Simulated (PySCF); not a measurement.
SMILES Cl[Si](Cl)[Si](Cl)(Cl)Cl (Cl5Si2), doublet, B3LYP/def2-SVP optimised geometry. Atoms within 1.6 Å of the plane z = 0.0 Å (x, y, z in Å): Si2 (1.18, 0.01, 0.00), Cl3 (1.83, -1.97, 0.03), Si4 (-1.19, 0.01, 0.00), Cl7 (-1.83, 1.97, 0.00).

Method: PySCF 2.14.0 with unrestricted B3LYP/def2-TZVP. Cells within 0.4 Å of a nucleus heavier than hydrogen are left out (blank, or x).

Map of the LUMO amplitude (α orbitals alone; a β orbital can be the lowest empty one) (bohr^(-3/2)) on the plane z = 0.0 Å; orbital energy -1.46 eV, overall sign arbitrary:

```
|4444444444444444444444444444444|
|4444443344444444444444444444444|
|4444333333444444444444444444444|
|4443333333444444444444444444444|
|4433332233444444444444444444444|
|4433322224454444444444444444444|
|4433321134655444434444444444444|
|4433322xxx765443333344444444444|
|4443333xxx765433333344444444444|
|44444456x7754333333344445555444|
|4444445677643222223344555555544|
|4444445555432112223345565555554|
|4444444444321111223456776655555|
|4444444433320012233457887665555|
|4444444334xx2123344xx7998765555|
|4444444334xxx33455xxx6998765555|
|4444444333xx5455676xx7997765555|
|4444444444555566778777876655555|
|4444444444556666777766555555554|
|4444444445556666666543333444444|
|4444444445555666554310002344444|
|4444444445555555543200x01344444|
|444444444455555554310xxx2344444|
|444444444445555544322xxx5555544|
|4444444444445555444446787655544|
|4444444444444444444557887655554|
|4444444444444444555566776655544|
|4444444444444444555566666655544|
|4444444444444444455555665555544|
|4444444444444444445555555555444|
|4444444444444444444555555554444|
```
Scale: ten equal steps from -0.089 (start of '0') to 0.107 (end of '9'), in the order '0123456789'; x runs from -4.00 to 4.00, y from -4.00 (bottom) to 4.00 (top).
